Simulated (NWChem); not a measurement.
## Lowest excitation of ammonia borane (H6BN)

SMILES: [BH3-][NH3+]
```xyz
8

B      0.9250    -0.0703     0.0000
N     -0.7241     0.0551     0.0000
H      1.3318     1.0825     0.0000
H      1.1975    -0.6830    -1.0223
H      1.1975    -0.6830     1.0223
H     -1.0582     0.5584     0.8253
H     -1.1666    -0.8671     0.0000
H     -1.0582     0.5584    -0.8253
```
Charge 0, spin multiplicity 1.

Program: NWChem. The geometry was optimised at B3LYP/def2-SVP, a minimum by its harmonic frequencies.

Basis set: def2-SVPD.

```json
[
 {"method": "TD-LDA (SVWN5)", "lowest vertical singlet excitation energy (eV)": "5.39", "relative cost": "1", "difference from EOM-CCSD": "-1.91"},
 {"method": "CIS", "lowest vertical singlet excitation energy (eV)": "8.23", "relative cost": "under 3", "difference from EOM-CCSD": "+0.94"},
 {"method": "TD-PBE", "lowest vertical singlet excitation energy (eV)": "5.40", "relative cost": "under 3", "difference from EOM-CCSD": "-1.90"},
 {"method": "TD-B3LYP", "lowest vertical singlet excitation energy (eV)": "6.03", "relative cost": "5", "difference from EOM-CCSD": "-1.26"},
 {"method": "EOM-CCSD", "lowest vertical singlet excitation energy (eV)": "7.30", "relative cost": "4", "difference from EOM-CCSD": "0.00"}
]
```

The values span 2.85 eV, from TD-LDA (SVWN5) (lowest) to CIS (highest). The cost column gives rough processor time relative to TD-LDA (SVWN5); each entry includes its own SCF.

The correlated methods keep 2 core orbitals frozen. B3LYP has NWChem's definition, with VWN1-RPA local correlation. Coupled-cluster values serve here as a point of comparison, not as the truth.
